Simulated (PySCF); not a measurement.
Sn(vinyl)2I2, C₄H₆I₂Sn.
Cartesian coordinates in Å at the PBE0-D3(BJ)/def2-SVP level; atoms count from 1:
```
atom  x, y, z in Å
Sn1   -0.4891   -0.4437   -0.4766
C2    -0.8984   -0.5836    1.6082
C3    -1.5303    0.3756    2.2855
H4    -0.5688   -1.4993    2.1135
H5    -1.8839    1.2962    1.8071
H6    -1.7269    0.2780    3.3598
C7     1.5483   -0.3815   -1.0910
C8     2.0800    0.6750   -1.7066
H9     2.1558   -1.2698   -0.8807
H10    1.4952    1.5720   -1.9413
H11    3.1341    0.6876   -2.0094
I12   -1.6431    1.8229   -1.3853
I13   -1.6424   -2.5816   -1.6610
```

Computed, not measured: PBE0-D3(BJ)/def2-SVP geometry optimisation, gas phase, def2 core potentials past Kr in PySCF 2.14.0.

Take the most abundant isotopes and a rigid rotor. The values belong to one conformer.

Q: Give the principal moments of inertia and the rotational constants in MHz.

A: Ia = 716.98, Ib = 1574.24, Ic = 1687.48 u·Å²; 505379 MHz·u·Å²/I gives A = 704.9, B = 321.0, C = 299.5 MHz.

Q: What kind of rotor is it?

A: An asymmetric top; Ray's κ = -0.894.

Q: What does the inertial defect say?

A: Not planar: Δ = Ic − Ia − Ib = -603.74 u·Å². For a rigid frame Δ = −2 Σ m c², so Σ m c² = 301.87 u·Å² lies off the ab plane: 47.66 from hydrogen and 254.21 from heavier atoms. The atom farthest from that plane is 3.65 Å away.

Q: Predict some low-J microwave lines.

A: The dipole components are |μa| = 0.63 D, |μb| = 3.01 D, |μc| = 0.00 D; the mirror of this Cs structure is the ab plane, so μc vanishes by symmetry (the 0.03 D computed is a residue) and there are no c-type lines. The squared components, which scale the intensities, stand as 0.04 : 1.00 (a : b). Some lines, for components of 0.1 D or more:

```csv
type,branch,"J(Ka,Kc)",MHz,lower level (cm⁻¹)
b,Q,"1(1,0) ← 1(0,1)",405,0.021
b,Q,"2(1,1) ← 2(0,2)",428,0.062
b,Q,"3(1,2) ← 3(0,3)",463,0.124
a,R,"1(0,1) ← 0(0,0)",621,0.000
b,R,"3(1,2) ← 2(2,1)",742,0.115
b,R,"2(0,2) ← 1(1,1)",856,0.034
b,R,"1(1,1) ← 0(0,0)",1004,0.000
b,Q,"2(2,0) ← 2(1,1)",1152,0.076
b,Q,"2(2,1) ← 2(1,2)",1216,0.074
b,Q,"3(2,2) ← 3(1,3)",1249,0.135
b,R,"3(0,3) ← 2(1,2)",1495,0.074
b,R,"2(1,2) ← 1(0,1)",1603,0.021
a,R,"3(1,3) ← 2(1,2)",1829,0.074
a,R,"3(0,3) ← 2(0,2)",1858,0.062
a,R,"3(2,2) ← 2(2,1)",1862,0.115
a,R,"3(2,1) ← 2(2,0)",1865,0.115
a,R,"3(1,2) ← 2(1,1)",1893,0.076
b,Q,"3(3,0) ← 3(2,1)",1969,0.177
b,Q,"3(3,1) ← 3(2,2)",1974,0.177
b,R,"2(2,1) ← 1(1,0)",2414,0.034
b,R,"3(2,2) ← 2(1,1)",3013,0.076
b,R,"3(2,1) ← 2(1,2)",3082,0.074
b,R,"3(3,1) ← 2(2,0)",3834,0.115
b,R,"3(3,0) ← 2(2,1)",3835,0.115
```

Stationary, but not proved a minimum. Constants of a rigid frame at the computed geometry: no zero-point averaging, no centrifugal distortion. Quadrupole hyperfine structure (127I) is left out.

Hardware: one thread of an Arm Neoverse N1 (shared host). Cost: 7.8 min wall, 0.71 GiB resident at most. This is the geometry optimisation.
